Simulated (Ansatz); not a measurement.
Geometry optimisation, Ansatz 0.2.0, RKS PBE0-D4/def2-SVP.

Input:

```yaml
crystal:
  periodic: [false, false, false]
  atoms:
    - { symbol: Sn, position_ang: [0.34446, -0.27764, 0.034097] }
    - { symbol: H, position_ang: [0.229426, -0.375886, 1.750917] }
    - { symbol: O, position_ang: [2.062848, 0.361549, -0.683093] }
    - { symbol: H, position_ang: [2.34098, -0.155532, -1.449953] }
    - { symbol: O, position_ang: [-1.111936, 0.952766, -0.478131] }
    - { symbol: H, position_ang: [-1.325945, 0.922492, -1.418348] }
    - { symbol: Cl, position_ang: [-0.043194, -2.327274, -1.046387] }
    - { symbol: Si, position_ang: [-3.043311, -0.262923, 1.53366] }
    - { symbol: H, position_ang: [-3.271571, -0.946947, 0.228722] }
    - { symbol: H, position_ang: [-3.899234, -0.92603, 2.567949] }
    - { symbol: H, position_ang: [-3.403314, 1.18115, 1.465089] }
    - { symbol: H, position_ang: [-1.635309, -0.423325, 1.945379] }
basis:
  gaussian: { orbitals: def2-SVP }
hamiltonian:
  xc: pbe0
  dispersion: d4
relax:
  f_tol: 0.03
  max_steps: 50
output:
  orbitals: {}
```

Launched with:

```bash
$ ansatz run input.yaml --threads 4 --pin off --max-ram 5120MiB --backend cpu --events-out ev --progress --plain --runs-dir out
```

Where does it end, and by what steps?

The forces met the threshold. After 13 steps the energy has fallen by 0.207 eV; H2 moved furthest, 0.87 Å.

```tsv
step	energy less start (eV)	largest force component (eV/Å)	accepted
0	0.0000	0.579	yes
1	-0.1057	0.214	yes
2	-0.1531	0.466	yes
3	-0.1806	0.198	yes
4	-0.1863	0.315	yes
5	-0.1942	0.116	yes
6	-0.1961	0.096	yes
7	-0.1984	0.385	yes
8	-0.2024	0.156	yes
9	-0.2045	0.089	yes
10	-0.2048	0.307	yes
11	-0.2058	0.100	yes
12	-0.2067	0.042	yes
13	-0.2070	0.017	yes
```

```xyz
12
Properties=species:S:1:pos:R:3
Sn 0.554 -0.195 0.145
H 1.046 -0.080 1.762
O 1.925 0.350 -1.163
H 2.125 -0.367 -1.778
O -1.007 0.980 -0.127
H -1.194 1.142 -1.060
Cl -0.011 -2.385 -0.483
Si -3.230 -0.329 1.415
H -3.357 -0.770 -0.003
H -4.276 -1.033 2.222
H -3.433 1.140 1.552
H -1.900 -0.730 1.968
```

Whether the end is a true minimum wasn't checked by a vibrational analysis.

Run time: 36 s on 4 threads of Arm Neoverse V2, with other jobs on the host, peak memory 0.35 GiB.
